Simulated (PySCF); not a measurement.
**Si: excitation energy**

Si [Ne] 3s2 3p2 (3P) → Si [Ne] 3s2 3p1 4s1 (3P), as a difference of total energies. All numbers are calculated (PySCF 2.14, the spin-free X2C one-electron Hamiltonian (Gaussian nucleus), in dyall-av3z (19s12p3d2f, 84 functions)). Correlated levels: valence: [Ne] frozen; virtual orbitals above 40 to 60 times the deepest correlated orbital energy dropped. The calculations carry no spin-orbit coupling.

| method | excitation energy (cm⁻¹) |
| --- | --- |
| UHF | 38004 |
| MP2 (valence) | 39730 |
| SCS-MP2 (valence) | 39407 |
| CCSD (valence) | 39727 |
| CCSD(T) (valence) | 39852 |

The promoted electron is Rydberg-like, and one or two diffuse shells describe it only roughly, which tends to raise the upper state.
